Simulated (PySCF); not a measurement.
Point-charge models of `N#CC/C=C\C=C/C(F)(F)F` against its computed dipole.

Coordinates (GFN2-xTB, Å) and charges (e) from the PBE0/pcSseg-1 density (PySCF):

```csv
atom,x,y,z,Mulliken,IAO,Hirshfeld,ESP-fitted
N1,4.047,-1.306,-0.763,-0.2373,-0.2386,-0.2238,-0.4644
C2,3.334,-0.486,-0.413,+0.0602,+0.1417,+0.0844,+0.3849
C3,2.422,0.545,0.029,-0.1696,-0.3015,-0.0359,-0.2153
C4,1.355,-0.056,0.895,-0.1266,-0.1175,-0.0151,-0.0748
C5,0.060,-0.186,0.596,-0.0954,-0.1513,-0.0465,-0.2280
C6,-0.561,0.201,-0.648,-0.1101,-0.1096,-0.0262,+0.0213
C7,-1.875,0.193,-0.889,-0.2041,-0.2131,-0.0745,-0.4190
C8,-2.908,-0.193,0.121,+0.8212,+0.7972,+0.2600,+0.7224
F9,-4.147,-0.074,-0.375,-0.2692,-0.2785,-0.0936,-0.2172
F10,-2.792,-1.467,0.547,-0.2739,-0.2840,-0.0948,-0.2137
F11,-2.872,0.568,1.233,-0.2752,-0.2854,-0.0978,-0.2230
H12,2.998,1.273,0.610,+0.1894,+0.1932,+0.0767,+0.1438
H13,2.013,1.045,-0.850,+0.1773,+0.1771,+0.0690,+0.1266
H14,1.707,-0.414,1.853,+0.1275,+0.1646,+0.0591,+0.1396
H15,-0.590,-0.617,1.344,+0.1358,+0.1694,+0.0430,+0.1653
H16,0.086,0.506,-1.458,+0.1222,+0.1567,+0.0577,+0.1542
H17,-2.283,0.482,-1.843,+0.1277,+0.1794,+0.0587,+0.1973
```

**Question.** Form Σ q r in debye for every column and set it beside the full dipole.

**Answer.** The full density gives (-0.20, 3.16, -0.01) D, 3.17 D in size; dipole vectors point from the negative to the positive end.

```tsv
scheme	μx	μy	μz	size (D)	share of the full size (%)	angle to the full dipole (°)
Mulliken	0.77	3.23	-0.41	3.34	105	18
IAO	1.15	2.86	-0.89	3.21	101	30
Hirshfeld	-0.42	2.10	0.16	2.15	68	9
ESP-fitted	-0.16	3.19	-0.03	3.19	101	1
```

**Question.** Which set comes closest?

**Answer.** Length of the difference vector: ESP-fitted 0.06 D, Mulliken 1.06 D, Hirshfeld 1.09 D, IAO 1.64 D. Closest: ESP-fitted. 

**Question.** What is left for the Hirshfeld atoms' own dipoles?

**Answer.** The shares of the density sum to the whole, so what Σ q r misses lies in dipoles about the nuclei. The atomic dipoles sum to (-0.20, 3.16, -0.01) − (-0.42, 2.10, 0.16) = (0.22, 1.06, -0.17) D, 1.09 D in size.

**Question.** With the origin at the mean of the coordinates, (0.000, 0.001, -0.001) Å, which are the largest single terms, by size, of the IAO dipole along the direction of the full one?

**Answer.** N1 +1.79, F10 +1.76, F11 -1.02, H12 +1.00, H13 +0.78 D; all 17 atoms together +2.78 D. The single terms depend on the origin, their sum doesn't.

**Question.** Give the size of the full dipole in other units.

**Answer.** 3.17 D = 1.247 au = 0.660 e·Å = 10.57 × 10⁻³⁰ C·m.

One conformer (not necessarily the lowest) at the GFN2-xTB geometry, without solvent, vibrations or thermal averaging.

Conformer computed: `[N:1]#[C:2][CH2:3]/[CH:4]=[CH:5]\[CH:6]=[CH:7]/[C:8]([F:9])([F:10])[F:11]`: C2–C3–C4–C5 -111°, C4–C5–C6–C7 -173°, C6–C7–C8–F9 178°.
